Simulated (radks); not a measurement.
Values are calculated unless marked as measured or tabulated.
Excited configurations of Sm37+: one electron is placed in a higher orbital outside [Ar] 3d6. The ground configuration is [Ar] 3d7. Level of theory: Dirac Kohn-Sham, PBE, spin-unpolarised, spherical densities, point nucleus; open shells fill j = l - 1/2 first (a radial shooting solver on a logarithmic mesh with Libxc functionals). Excitation = E - E(ground); binding = E(ion) - E, where the ion is the core of charge +38; n* = 38/sqrt(2 binding) in atomic units. These energies are relativistic, and a one-electron ion of charge +38 with no core already has n* below n in this formula (Dirac formula, point nucleus: 4s1/2 3.968, 4p1/2 3.968, 4d3/2 3.988, 4f5/2 3.994, 5s1/2 4.967, 5p1/2 4.967, 5f5/2 4.993, 6p1/2 5.966, 6f5/2 5.992, 7s1/2 6.965). The quantum defect is therefore taken as that value minus n*, so that it holds no relativistic shift of the bare ion.

outer orbital  excitation (eV)  binding (eV)     n*  quantum defect  eigenvalue (eV)  <r> (bohr)
4s1/2                   1051.8        1625.2  3.477           0.491          -1601.5      0.4811
4p1/2                   1118.2        1558.7  3.550           0.418          -1534.9      0.4768
4d3/2                   1268.6        1408.4  3.735           0.253          -1384.4      0.4755
4f5/2                   1387.6        1289.3  3.904           0.091          -1262.7      0.4370
5s1/2                   1698.2        978.70  4.480           0.486          -966.67      0.7960
5p1/2                   1730.7        946.25  4.557           0.410          -934.22      0.7983
5f5/2                   1856.0        820.92  4.892           0.101          -808.37      0.7843
6p1/2                   2040.8        636.17  5.557           0.408          -628.35       1.197
6f5/2                   2109.1        567.85  5.882           0.110          -559.79       1.206
7s1/2                   2208.6        468.37  6.477           0.488          -462.90       1.659

The Delta-SCF ionisation energy is 2676.9 eV (NIST Atomic Spectra Database: 2676 eV, theoretical). Self-interaction in the functional shifts the binding energies and quantum defects, so they are the method's values and not measured ones. Spin polarisation and multiplet splitting are left out, so open shells lie too high by an amount that depends on their filling.

Beside tabulated values, note that spin-unpolarised runs miss the spin-polarisation part of the exchange energy of open shells.
